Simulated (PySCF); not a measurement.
**What the settings do**

Molecule: SMILES N#C[SiH2]O[SiH2]O[SiH3], CH7NO2Si3; geometry GFN2-xTB.

Cartesian coordinates in Å; atom numbers follow the order of the lines, from 1:
```xyz
14

N    -1.0606    2.8049    0.2727
C    -1.4812    1.7394    0.2591
Si   -2.1739   -0.0016    0.2416
O    -1.1521   -0.9780   -0.5299
Si    0.3140   -1.5781   -0.9058
O     1.4746   -0.6758   -0.2549
Si    2.1111    0.6346    0.4730
H    -3.3934   -0.0015   -0.5597
H    -2.3045   -0.4156    1.6374
H     0.3900   -2.8878   -0.2791
H     0.4080   -1.4887   -2.3535
H     1.9376    1.7748   -0.4203
H     3.5109    0.2538    0.6487
H     1.4190    0.8192    1.7483
```

All runs: PySCF 2.14, non-relativistic, gas phase unless a solvent (IEF-PCM) is named; grid level 2, GIAOs and SCF threshold 1e-9 unless changed. The yardstick, PBE0/pcSseg-1, gives these isotropic shieldings σ (ppm, equivalent atoms averaged): N1 -94.0, C2 59.9, Si7 387.2, Si5 394.6, O6 294.6, H12/H13/H14 26.35, H8/H9 26.50.

Question: What do these inputs give? (1) solvent water; BLYP/STO-3G; guess sap; (2) PBE0/6-31++G**; aux def2-universal-jkfit; (3) PBE0/pcseg-1; max_cycle 5

Answer: 
```tsv
run	outcome	functions	wall time	N1	C2	Si7	Si5	O6	H12/H13/H14	H8/H9
1	converged	54	17 s	50.9	138.6	559.0	549.5	474.6	30.59	29.81
2	converged	180	66 s	-43.8	83.0	422.6	435.4	293.9	26.40	26.54
3	not converged	145	15 s	–	–	–	–	–	–	–
```

Times are on shared hosts with different chips, so compare them loosely.

Question: Comment on the technical settings and failures.

Answer: 
- Run 1: The functional and orbital basis and medium differ from the yardstick's, which in itself moves the values. The starting guess changes the path of the SCF (14 cycles), not the solution, provided the same state is reached. With 54 functions the basis is far too small for magnetic properties.
- Run 2: The orbital basis differs from the yardstick's, which in itself moves the values. The other auxiliary basis adds little: it changes only the density-fitting error.
- Run 3: The SCF stopped after 5 cycles without meeting its threshold and the cycle limit at 5, so no response property followed.

Runs 1, 3 were set up unsoundly or failed; their numbers aren't to be quoted as properties of the molecule.
